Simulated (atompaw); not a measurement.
## Ni: variants of one PAW (atompaw) potential

Base potential:

atompaw 4.2.0.5 input, output lines left out:

```
Ni 28
LDA-PW scalarrelativistic loggrid 1500 logderivrange -12 5 426
4 4 3 0 0 0
4 0 0
4 1 0
3 2 8
0 0 0
c
c
v
v
c
v
v
v
2
1.75 1.40 1.45 1.55
n
n
y
0.8
n
custom rrkj gramschmidtortho sinc
bessel
1.00
1.15
0.80
1.15
1.75
1.75
```

Cutoffs, loose and tight: the cutoffs (Ry, on a coarse ladder) from which the occupation-weighted sum of valence levels, in a spherical-Bessel basis at the reference potential, stays within 10 and 1 mRy of its value at 400 Ry. They see the waves, projectors and local potential, not the compensation charge or the core. A dash means not determined.

```tsv
change	outcome	cutoff, loose	cutoff, tight	bound ghosts
base	generated	120 Ry	230 Ry	none
all radii scaled by about 0.77 (s 0.78, p 0.62, d 1.34 bohr); local potential bessel scheme, radius 1.12 bohr; augmentation sinc compensation charge, radius 1.08 bohr; PAW radius 1.34 bohr; waves and projectors: custom rrkj gramschmidtortho; core correction smooth core density matched at 1.20 bohr	generated	180 Ry	300 Ry	none
all radii scaled by about 0.88 (s 0.88, p 0.70, d 1.56 bohr); local potential bessel scheme, radius 1.28 bohr; augmentation sinc compensation charge, radius 1.24 bohr; PAW radius 1.56 bohr; waves and projectors: custom rrkj gramschmidtortho; core correction smooth core density matched at 1.38 bohr	generated	160 Ry	300 Ry	none
all radii scaled by about 1.10 (s 1.10, p 0.88, d 1.94 bohr); local potential bessel scheme, radius 1.60 bohr; augmentation sinc compensation charge, radius 1.54 bohr; PAW radius 1.94 bohr; waves and projectors: custom rrkj gramschmidtortho; core correction smooth core density matched at 1.72 bohr	generated	100 Ry	200 Ry	none
all radii scaled by about 1.16 (s 1.16, p 0.92, d 2.04 bohr); local potential bessel scheme, radius 1.68 bohr; augmentation sinc compensation charge, radius 1.62 bohr; PAW radius 2.04 bohr; waves and projectors: custom rrkj gramschmidtortho; core correction smooth core density matched at 1.80 bohr	generated	100 Ry	180 Ry	none
all radii scaled by about 1.22 (s 1.22, p 0.98, d 2.14 bohr); local potential bessel scheme, radius 1.78 bohr; augmentation sinc compensation charge, radius 1.72 bohr; PAW radius 2.14 bohr; waves and projectors: custom rrkj gramschmidtortho; core correction smooth core density matched at 1.90 bohr	generated	90 Ry	160 Ry	none
```

(1) What comes out with this change to the base: all radii scaled by about 0.81 (s 0.80, p 0.64, d 1.42 bohr); local potential bessel scheme, radius 1.18 bohr; augmentation sinc compensation charge, radius 1.14 bohr; PAW radius 1.42 bohr; waves and projectors: custom rrkj gramschmidtortho; core correction smooth core density matched at 1.26 bohr?

(2) What comes out with this change to the base: all radii scaled by about 1.28 (s 1.28, p 1.02, d 2.24 bohr); local potential bessel scheme, radius 1.86 bohr; augmentation sinc compensation charge, radius 1.78 bohr; PAW radius 2.24 bohr; waves and projectors: custom rrkj gramschmidtortho; core correction smooth core density matched at 1.98 bohr?

Results:

(1) outcome: generated; cutoff, loose: 180 Ry; cutoff, tight: over 300 Ry; bound ghosts: none.

(2) outcome: generated; cutoff, loose: 80 Ry; cutoff, tight: 140 Ry; bound ghosts: none.

Reading the sweep of the scale of all radii (base = 1) (base included, trends over the rows without a ghost): The loose cutoff falls from 180 Ry at 0.77 to 80 Ry at 1.28. A larger radius leaves more room for a smooth pseudo-wave, so fewer plane waves are needed; a smaller one forces it to follow the all-electron wave where it bends sharply.
